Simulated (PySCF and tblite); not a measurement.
Results of a calculation; reference values are marked as such.
C₈H₁₂O, numbered as in [CH3:1][O:2][C:3]1=[CH:4][C@H:5]2[CH2:6][CH2:7][C@@H:8]1[CH2:9]2.

The ensemble was built from 60 distance-geometry starts (ETKDG and KDG, MMFF94s, GFN2-xTB) and rests on GFN2-xTB geometries. Weights use PBE0-D3(BJ)/def2-SVP energies plus GFN2-xTB zero-point and thermal terms (modes under about 100 cm⁻¹ blended into free rotors). Symmetry numbers and mirror images are counted. Conformers within 4 kcal/mol (GFN2-xTB free energy) were kept, 10 at most. Of two unlike H on one atom, a is the less shielded (WP04/6-31G*). Codes: tblite and PySCF.

An NOE distance is ⟨r⁻⁶⟩^(−1/6) over all pairs of like atoms and, for the average, over conformers.

Torsions listed: C1–O2–C3–C8. The 5-ring runs over atoms 3–4–5–9–8. The 5-ring runs over atoms 5–6–7–8–9.

```json
{"conformer": "1", "shape": "5-ring envelope (ring torsions 34, -51, 50, -34, 0°); 5-ring envelope (ring torsions 1, 36, -58, 58, -37°); 175°", "weight %": "99.9"}
{"conformer": "2", "shape": "5-ring envelope (ring torsions 34, -51, 50, -34, 0°); 5-ring envelope (ring torsions 1, 36, -58, 58, -37°); -11°", "weight %": "0.1"}
```

Task: Which H–H contacts under 3.5 Å would NOEs report (pairs on one atom left out) at 298.15 K?

Result: 
| pair | in 1 (Å) | in 2 (Å) | average (Å) |
| --- | --- | --- | --- |
| H6a ··· H7a | 2.34 | 2.34 | 2.34 |
| H6b ··· H7b | 2.38 | 2.37 | 2.38 |
| H5 ··· H6a | 2.50 | 2.50 | 2.50 |
| H7a ··· H8 | 2.50 | 2.48 | 2.50 |
| H4 ··· H5 | 2.61 | 2.62 | 2.61 |
| H6a ··· H9b | 2.61 | 2.61 | 2.61 |
| H7a ··· H9b | 2.62 | 2.62 | 2.62 |
| H5 ··· H9a | 2.65 | 2.65 | 2.65 |
| H8 ··· H9a | 2.66 | 2.65 | 2.66 |
| H5 ··· H6b | 2.69 | 2.69 | 2.69 |
| H5 ··· H9b | 2.69 | 2.69 | 2.69 |
| H7b ··· H8 | 2.69 | 2.70 | 2.69 |
| H8 ··· H9b | 2.70 | 2.67 | 2.70 |
| H1 ··· H4 | 2.76 | 4.65 | 2.76 |
| H6b ··· H7a | 2.94 | 2.94 | 2.94 |
| H6a ··· H7b | 2.95 | 2.94 | 2.95 |
| H4 ··· H6b | 3.07 | 3.07 | 3.07 |
| H4 ··· H9a | 3.49 | 3.49 | 3.49 |

Longer pairs under the limit may be missing.
